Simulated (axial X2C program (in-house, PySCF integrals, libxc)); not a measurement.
Nuclear properties of CZrO

Computed with an in-house all-electron X2C program for linear molecules (integrals from PySCF): two-component X2C with atomic mean-field Coulomb and Gaunt terms, Gaussian nuclei, basis C dyall-v3z, Zr dyall-v3z, O dyall-av3z with contracted cores.

C–Zr–O held linear, with bonds 1.816 and 1.792 Å (near the PBE0 minimum at charge 0 of the determinant lowest at the starting distance; the state shown can have its own minimum elsewhere, held linear; other orders of the atoms were not compared).

Determinant lowest in the PBE0 search, Ω = 0 (closed shell), highest spinor 51% C p, 16% Zr d, 14% O p:

| level | qzz C (a.u.) | qzz Zr (a.u.) | qzz O (a.u.) | μ (D) |
| --- | --- | --- | --- | --- |
| PBE0 | 1.21 | -2.02 | 0.80 | 0.26 |
| HF | 1.42 | -2.37 | 0.11 | -1.01 |
| B3LYP | 1.25 | -2.36 | 0.78 | 0.29 |

qzz is the electric field gradient, eQq0 = 234.96 MHz × Q/barn × qzz; μ is positive if the O end (last atom) is positive. The operators were transformed with the bare-nucleus X2C matrices; with these basis sets, hyperfine constants and field gradients can be off by tens of per cent, and where levels differ in sign neither size nor sign is settled.

(1) With Q(91Zr) = -0.176 barn (Q from Pyykkö, Mol. Phys. 2018), turn the PBE0 values of the first state into constants in MHz.

The molecule was held linear; bending was not examined, so a bent shape may lie lower.

Each state is one determinant with collinear spin. The search compared states at one distance, so a state with another bond length can lie lower. Further determinants of the search, some of them spin-mixed, are not shown.

Answers

(1) eQq0(91Zr) = 234.96 × (-0.176) × (-2.02) = 83.5 MHz.
